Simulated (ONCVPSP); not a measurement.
# rhodium (Rh), ONCV: configuration errors across variants

```
Element                 : Rh
Generator               : ONCVPSP 4.0.1
Type                    : optimised norm-conserving Vanderbilt (ONCV)
Functional              : LDA (Perdew-Wang 92)
Relativity              : scalar-relativistic
Frozen core             : [Ar] 3d10
Valence charge          : 17
Reference configuration : 4s2 4p6 4d8 5s1
Partial waves           : 4s+5s: rc 1.65 bohr, ncon 5, nbas 9, qcut 8.3 1/bohr, 2 projectors; 4p: rc 1.10 bohr, ncon 4, nbas 7, qcut 6.3 1/bohr, 1 projector; 4d: rc 1.95 bohr, ncon 4, nbas 8, qcut 9.7 1/bohr, 1 projector
Local potential         : polynomial inside 0.95 bohr (lpopt 3, dvloc0 3 Ha)
Core correction         : Teter function, fcfact 2, rcfact 1.55
```

All-electron excitation energies from the reference (eV): (1) 4s2 4p6 4d8 5s0 7.784; (2) 4s2 4p6 4d7 5s0 27.552; (3) 4s2 4p6 4d6 5s0 60.290; (4) 4s2 4p6 4d7 5s1 5p1 6.626.

3 further variants failed, have other tests or too few solved ones, and are left out.

Errors AE − PS in meV (a dash: test not solved or not reliable):

```json
{"change": "base", "(1)": "-1.5", "(2)": "-2.2", "(3)": "+2.0", "(4)": "+41", "bound ghosts": "none", "GHOST(+) flags above zero": "none"}
{"change": "d: qcut 5.7", "(1)": "+0.2", "(2)": "-8.6", "(3)": "+6.7", "(4)": "+45", "bound ghosts": "none", "GHOST(+) flags above zero": "d"}
{"change": "d: qcut 6.7", "(1)": "-0.6", "(2)": "-5.8", "(3)": "+2.7", "(4)": "+43", "bound ghosts": "none", "GHOST(+) flags above zero": "none"}
{"change": "d: qcut 7.9", "(1)": "-1.1", "(2)": "-3.8", "(3)": "+1.6", "(4)": "+41", "bound ghosts": "none", "GHOST(+) flags above zero": "none"}
{"change": "d: qcut 10", "(1)": "-1.5", "(2)": "-2.1", "(3)": "+2.1", "(4)": "+41", "bound ghosts": "none", "GHOST(+) flags above zero": "none"}
{"change": "d: qcut 10.5", "(1)": "-1.5", "(2)": "-2.4", "(3)": "+1.9", "(4)": "+41", "bound ghosts": "none", "GHOST(+) flags above zero": "none"}
{"change": "d: qcut 11.6", "(1)": "-1.7", "(2)": "-0.6", "(3)": "+4.4", "(4)": "+41", "bound ghosts": "none", "GHOST(+) flags above zero": "none"}
```

(1) Give the same row for: d: qcut 8.6.

## Answers

(1) -1.3, -3.1, +1.7, +41; bound ghosts: none; GHOST(+) flags above zero: none.
